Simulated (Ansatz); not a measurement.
A search over several starts for the lowest SCF solution of SiH₂Br₂⁺, that is SiBr2H2 with one electron fewer at the given spin, in a small basis.

```yaml
crystal:
  periodic: [false, false, false]
  atoms:
    - {symbol: Si, position_ang: [-0.142569, 0.000548, -0.099806]}
    - {symbol: Br, position_ang: [-0.161850, -0.022118, 2.124475]}
    - {symbol: Br, position_ang: [1.941212, 0.015269, -0.878201]}
    - {symbol: H, position_ang: [-0.822438, 1.239628, -0.560667]}
    - {symbol: H, position_ang: [-0.814354, -1.233327, -0.585801]}
basis:
  gaussian: {orbitals: def2-SVP}
total_charge: 1
magnetization: {spin_polarized: true, initial_magnetization: 1}
hamiltonian: {xc: pbe0, dispersion: d4}
output: {orbitals: {seedname: orbitals}}
```

```sh
$ ansatz run in.yaml --threads 4 --pin off --events-out ev --progress --plain --max-ram 3916MiB
```

Output, abridged:

```
Functional definition: PBE0
876 factors; integrals over basis functions are off by at most 9.2e-4 eV
mean field evaluation 1: about -147955.2031 eV, gradient 7.6e0 eV
mean field evaluation 2: about -147955.4074 eV, gradient 6.3e0 eV
mean field evaluation 4: about -147955.5384 eV, gradient 8.2e-1 eV
mean field evaluation 8: about -147955.5542 eV, gradient 2.7e-2 eV
mean field evaluation 16: about -147955.5542 eV, gradient 4.0e-5 eV
mean field evaluation 32: about -147955.4391 eV, gradient 2.6e-6 eV
mean field -147955.55420693 eV, -5437.2663292279 hartree, gradient 4.6e-6 eV, S^2 0.754058; 7 other end points of the search recorded, 0 dependent functions left out
reference -147955.55422824 eV, -5437.2663300110 hartree; 43, 42 occupied and 49, 50 virtual orbitals, 876 factors
Total energy: -147955.66258816 eV, -5437.2703121646 hartree
```

Hardware: 4 threads of AMD EPYC 9B45 on a shared host. Wall time 2.4 s.

Other converged states that the search met: 0.12 eV higher (⟨S²⟩ = 0.76).
